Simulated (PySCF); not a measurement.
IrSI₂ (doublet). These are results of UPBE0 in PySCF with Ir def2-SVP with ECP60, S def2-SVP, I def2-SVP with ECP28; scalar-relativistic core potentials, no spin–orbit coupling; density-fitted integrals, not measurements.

Harmonic bands of its minimum:

```json
{"ω (cm⁻¹)": "54", "IR (km/mol)": "0.2"}
{"ω (cm⁻¹)": "56", "IR (km/mol)": "0.7"}
{"ω (cm⁻¹)": "107", "IR (km/mol)": "1.5"}
{"ω (cm⁻¹)": "200", "IR (km/mol)": "1.2"}
{"ω (cm⁻¹)": "245", "IR (km/mol)": "17.9"}
{"ω (cm⁻¹)": "573", "IR (km/mol)": "21.2"}
```

The central atom is Ir. Infer the point group and assign the bands.

C2v. The modes span b1 + 3a1 + 2b2: 54 b1, 56 a1, 107 b2, 200 a1, 245 b2, 573 a1. The computed geometry has Ir–I 2.516 Å (×2), Ir–S 2.042 Å; I–Ir–I 126.0°, I–Ir–S 117.0° (×2).

Only a few start shapes were tried, so a lower isomer may exist. With open d or f shells other occupations or spin states may lie lower. Spin–orbit coupling, left out here, can matter for elements this heavy.
